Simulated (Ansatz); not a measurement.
Basis-set extrapolation for `CN(C)[SiH]` (PBE0-D4/def2-TZVP geometry, frozen core, the Gaussian-basis code of Ansatz). Multiplicity 1, RHF reference.

|  | def2-TZVPP | def2-QZVPP |
| --- | --- | --- |
| HF | -423.219876 | -423.235281 |
| MP2 correlation | -0.673923 | -0.718085 |
| CCSD(T) correlation | -0.749206 | not run |

Energies in hartree. Use E(X) = E(∞) + A·exp(−7.88·√X) for Hartree–Fock and E(X) = E(∞) + B·X^(−2.97) for correlation, with X = 3 and 4, and add CCSD(T) minus MP2 of the smaller set to the MP2 limit.

**Question.** What is the CCSD(T) energy at the basis-set limit?

**Answer.** HF limit: -423.235281 + (-0.015405) × 0.13774 = -423.23740. MP2 limit: -0.718085 + (-0.044162) × 0.74074 = -0.75080. Higher-order term: -0.749206 − (-0.673923) = -0.07528. Total: -424.06348 hartree, 247.8 kJ/mol below CCSD(T)/def2-TZVPP.
